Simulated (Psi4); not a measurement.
C₃H₃ (SMILES [CH]=C=C), doublet (typed; the unrestricted solution is spin-contaminated), geometry from GFN2-xTB; Psi4 with HF/6-31G*.

Psi4 was given this input:
```
memory 2 GB

molecule {
0 2
  C     0.00140388   -0.01899720    0.10918779
  C     0.01684836   -0.22799011    1.31038999
  C    -0.01571971    0.21271738   -1.22260886
  H     0.03012627   -0.40766541    2.34308704
  H     0.89984787    0.24626573   -1.78481618
  H    -0.94516933    0.36701923   -1.74008438
}

set basis 6-31g*
set reference uhf
set guess huckel

energy('scf')
print_variables()
```

It wrote (shortened):

```
   => Loading Basis Set <=

    Name: 6-31G*
    Role: ORBITAL
    Keyword: BASIS

         ---------------------------------------------------------
                                   SCF
               by Justin Turney, Rob Parrish, Andy Simmonett
                          and Daniel G. A. Smith
                              UHF Reference
         ---------------------------------------------------------

  ==> Geometry <==

    Molecular point group: c1
    Full point group: C1

    Geometry (in Angstrom), charge = 0, multiplicity = 2:

       Center              X                  Y                   Z               Mass
    ------------   -----------------  -----------------  -----------------  -----------------
         C            0.001017541594    -0.013769304999     0.079140086965    12.000000000000
         C            0.016462021594    -0.222762214999     1.280342286965    12.000000000000
         C           -0.016106048406     0.217945275001    -1.252656563035    12.000000000000
         H            0.029739931594    -0.402437514999     2.313039336965     1.007825032230
         H            0.899461531594     0.251493625001    -1.814863883035     1.007825032230
         H           -0.945555668406     0.372247125001    -1.770132083035     1.007825032230

  Running in c1 symmetry.

  Rotational constants: A =      9.77980  B =      0.32431  C =      0.31390 [cm^-1]
  Rotational constants: A = 293191.09282  B =   9722.56312  C =   9410.49982 [MHz]
  Nuclear repulsion =   53.828601772690561

  Charge       = 0
  Multiplicity = 2
  Electrons    = 21
  Nalpha       = 11
  Nbeta        = 10

  ==> Algorithm <==

  SCF Algorithm Type is DF.
  DIIS enabled.
  MOM disabled.
  Fractional occupation disabled.
  Guess Type is HUCKEL.
  Energy threshold   = 1.00e-06
  Density threshold  = 1.00e-06
  Integral threshold = 1.00e-12

  ==> Primary Basis <==

  Basis Set: 6-31G*
    Blend: 6-31G*
    Number of shells: 24
    Number of basis functions: 51
    Number of Cartesian functions: 51
    Spherical Harmonics?: false
    Max angular momentum: 2

   => Loading Basis Set <=

    Name: (6-31G* AUX)
    Role: JKFIT
    Keyword: DF_BASIS_SCF

  ==> Integral Setup <==

  SCF_SUBTYPE=INCORE selected. In-core MEM_DF algorithm will be used.
  Using in-core AOs.

  ==> MemDFJK: Density-Fitted J/K Matrices <==

    J tasked:                   Yes
    K tasked:                   Yes
    wK tasked:                   No
    Algorithm:                 Core
[...]
   @DF-UHF iter  13:  -115.24968274451732   -2.08955e-07   1.75029e-06 DIIS
   @DF-UHF iter  14:  -115.24968277589147   -3.13742e-08   7.47650e-07 DIIS
  Energy and wave function converged.

  ==> Post-Iterations <==

   @Spin Contamination Metric:   2.236162034E-01
   @S^2 Expected:                7.500000000E-01
   @S^2 Observed:                9.736162034E-01
   @S   Expected:                5.000000000E-01
   @S   Observed:                5.000000000E-01

    Orbital Energies [Eh]
    ---------------------

    Alpha Occupied:

[...]
    Alpha Virtual:

[...]
      51A      5.135245

    Beta Occupied:

[...]
      10A     -0.383088

    Beta Virtual:

[...]
    Final Occupation by Irrep:
              A
    DOCC [    10 ]
    SOCC [     1 ]
    NA   [    11 ]
    NB   [    10 ]

  @DF-UHF Final Energy:  -115.24968277589147

   => Energetics <=

    Nuclear Repulsion Energy =             53.8286017726905612
    One-Electron Energy =                -260.7634061942732728
    Two-Electron Energy =                  91.6851216456912539
    Total Energy =                       -115.2496827758914719

  UHF NO Occupations:
  HONO-2 :    9  A 1.9609287
  HONO-1 :   10  A 1.9330486
  HONO-0 :   11  A 1.0000000
  LUNO+0 :   12  A 0.0669514
  LUNO+1 :   13  A 0.0390713
  LUNO+2 :   14  A 0.0036080
  LUNO+3 :   15  A 0.0025594

Computation Completed

Properties will be evaluated at   0.000000,   0.000000,   0.000000 [a0]

Properties computed using the SCF density matrix

 Multipole Moments:

 ------------------------------------------------------------------------------------
     Multipole            Electronic (a.u.)      Nuclear  (a.u.)        Total (a.u.)
 ------------------------------------------------------------------------------------

 L = 1.  Multiply by 2.5417464519 to convert [e a0] to [Debye]
 Dipole X            :          0.0149748           -0.0153316           -0.0003568
 Dipole Y            :         -0.2026372            0.2074650            0.0048279
 Dipole Z            :          1.1646721           -1.1924205           -0.0277484
 Magnitude           :                                                    0.0281676

 ------------------------------------------------------------------------------------

  Variable Map:
  ----------------------------------------------------------------------------
[...]
  Array Variable Map:
  ----------------------------------------------------------------------------
[...]
[...]
```
